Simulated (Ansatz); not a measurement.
Consider the substitution at a C–N bond: `CNBCl` + `FC([SiH3])S` → `CSC(F)[SiH3]` + `NBCl`.

Computed with Ansatz on PBE0-D4/def2-TZVP structures; ΔE is electronic, products minus reactants. CCSD(T)/CBS is the MP2 limit (def2-TZVPP, def2-QZVPP) plus CCSD(T) − MP2 in def2-TZVPP, frozen cores. Functionals use def2-TZVPP. B3LYP here is the variant with VWN-RPA as its local correlation; programs differ in this. Each species was taken in one conformer, which may not be the lowest.

Task: Is it downhill or uphill in electronic energy at CCSD(T)/CBS, and by how much? (An estimate is asked.)

Result: Ansatz gave: Downhill: ΔE = -28.5 kJ/mol.

Task: What do these levels give: PBE0-D4, B3LYP-D4, B2PLYP, PBE0, B3LYP, HF/def2-QZVPP? (An estimate is asked.)

Result: The calculation gave: PBE0-D4 -28.1, B3LYP-D4 -27.0, B2PLYP -27.0, PBE0 -27.1, B3LYP -25.3, HF/def2-QZVPP -23.4 kJ/mol.

Largest T1 diagnostic among the species: 0.012.
